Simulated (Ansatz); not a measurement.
# Abstraction of Cl: C2H9ClSi2 + SiHCl2 → C2H9Si2 + SiHCl3

Species: C2H9ClSi2 `C[SiH2][SiH](C)Cl`, singlet; SiHCl2 `Cl[SiH]Cl`, doublet; C2H9Si2 `C[SiH][SiH2]C`, doublet; SiHCl3 (trichlorosilane) `Cl[SiH](Cl)Cl`, singlet. A radical takes Cl: the energy is the difference in strength between two Si–Cl bonds in different surroundings.

Shapes, held fixed at every level: PBE0-D4/def2-TZVP. Flexible molecules stand in one conformer, not always the lowest. Programs: Ansatz 0.2.0. Electronic energies: no zero-point or thermal term.

```json
{"level": "MP2/def2-TZVPP", "kind": "perturbation theory", "ΔE (kJ/mol)": "-6.7", "less CCSD(T)/CBS estimate": "-1.3"}
{"level": "HF/def2-TZVPP", "kind": "Hartree–Fock", "ΔE (kJ/mol)": "+0.1", "less CCSD(T)/CBS estimate": "+5.5"}
{"level": "PBE-D4/def2-TZVPP", "kind": "GGA", "ΔE (kJ/mol)": "-0.4", "less CCSD(T)/CBS estimate": "+5.0"}
{"level": "B3LYP-D4/def2-TZVPP", "kind": "global hybrid", "ΔE (kJ/mol)": "+1.2", "less CCSD(T)/CBS estimate": "+6.6"}
{"level": "B2PLYP/def2-TZVPP", "kind": "double hybrid", "ΔE (kJ/mol)": "-1.7", "less CCSD(T)/CBS estimate": "+3.7"}
{"level": "CCSD(T)/def2-TZVPP", "kind": "coupled cluster or CI", "ΔE (kJ/mol)": "-6.3", "less CCSD(T)/CBS estimate": "-0.9"}
{"level": "CCSD(T)/CBS estimate", "kind": "coupled cluster or CI", "ΔE (kJ/mol)": "-5.4", "less CCSD(T)/CBS estimate": "0.0"}
```

The highest level, CCSD(T)/CBS estimate, gives ΔE = -5.4 kJ/mol; the levels span -6.7 to +1.2. They disagree on the sign: 2 of 7 are positive. The column of differences is taken from that level and isn't an error. No measured value is set beside it here. Open shells run unrestricted. The CBS estimate extrapolates MP2 from def2-TZVPP and def2-QZVPP and adds CCSD(T) − MP2 in the triple-zeta set, cores frozen.
